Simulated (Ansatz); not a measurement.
Molecule: Si$_{2}$H$_{4}$, charge 0, multiplicity 3. This is an excited triplet: at this geometry the singlet lies 0.18 eV lower at RI-MP2/CBS(aug-cc-pV(T+d)Z,aug-cc-pV(Q+d)Z)+[CCSD(T)-MP2]/aug-cc-pV(T+d)Z. 
Geometry from a B3LYP-D3(BJ)/def2-TZVP (Ansatz, a first-principles code) optimisation:
SMILES: [SiH][SiH3]
```xyz
6

Si     0.0275     1.0386     0.7131
H     -0.3603     2.3524     0.1251
Si    -0.0015    -0.9169    -0.5492
H      0.9247    -0.8278    -1.7057
H     -1.3648    -1.2131    -1.0562
H      0.4361    -2.0152     0.3419
```
Charge 0, spin multiplicity 3.

Wanted: vertical singlet-triplet gap (E(singlet) - E(triplet); the singlet is one closed-shell determinant, which may describe it poorly; each state is the SCF solution reached for its spin; for the singlet the Hartree-Fock reference is unstable and T1 is 0.016), in kJ/mol. Cores are frozen in the correlated levels unless marked. Open shells are spin-unrestricted. Spin-orbit coupling is left out. Non-relativistic. CBS marks a two-point X^-3 extrapolation of the correlation energy; Hartree-Fock from the larger set. The bracket is a focal-point correction in the basis named.

RI-MP2/CBS(aug-cc-pV(T+d)Z,aug-cc-pV(Q+d)Z)+[CCSD(T)-MP2]/aug-cc-pV(T+d)Z (Ansatz) gives -17.6 kJ/mol.

Question: Another calculation gave 2.9 kJ/mol. Which level was it?
(A) B2PLYP/def2-TZVPD (Ansatz)
(B) r2SCAN/def2-TZVPD (Ansatz)
(C) wB97M-V/def2-TZVPD (Ansatz)
(D) PBE/def2-TZVPD (Ansatz)

Answer: D, PBE/def2-TZVPD (Ansatz). The others give 25.3 (r2SCAN), -9.2 (B2PLYP), -24.3 (wB97M-V) kJ/mol.
